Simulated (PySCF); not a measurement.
CrO₂Cl₂, SMILES [O]=[Cr](=[O])([Cl])[Cl], multiplicity 1. Geometry: PBE-D3(BJ)/def2-SVP. The spin state was assumed, not searched. The isomer is the one that the SMILES or the coordinates give; other isomers of the formula were not compared.

The numbers are results of PBE-D3(BJ)/def2-SVP in PySCF 2.14.0, not measurements.

Harmonic wavenumbers (cm⁻¹): 137, 218, 232, 269, 360, 467, 494, 1080, 1096. Rotational constants (GHz): 3.166, 1.870, 1.544; symmetry number 2.

Task: Work out the zero-point energy and the ideal-gas rigid-rotor harmonic-oscillator thermochemistry at 298.15 K and 1 atm.

Result: ZPE = ½ Σ hcν = ½ × 4354 cm⁻¹ = 6.22 kcal/mol. H − E(el) = 10.51 kcal/mol. Entropy in cal/(mol K): translation 41.02, rotation 26.58, vibration 10.95, total 78.55. G − E(el) = -12.91 kcal/mol. Cp = 19.92 cal/(mol K). Modes under 150 cm⁻¹ make the vibrational entropy uncertain.
